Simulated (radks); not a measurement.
Task: Calculated with a radial shooting solver on a logarithmic mesh with Libxc functionals: non-relativistic Kohn-Sham, SCAN, spin-polarised, spherical densities, point nucleus; open shells are filled with parallel spins first; meta-GGA in the generalised Kohn-Sham scheme. Each species is in its NIST ground configuration. Rank F, Ne, C by radius at which the density is 0.001 e/bohr^3 (bohr), largest first.

Result: C 3.63, F 3.09, Ne 2.94.
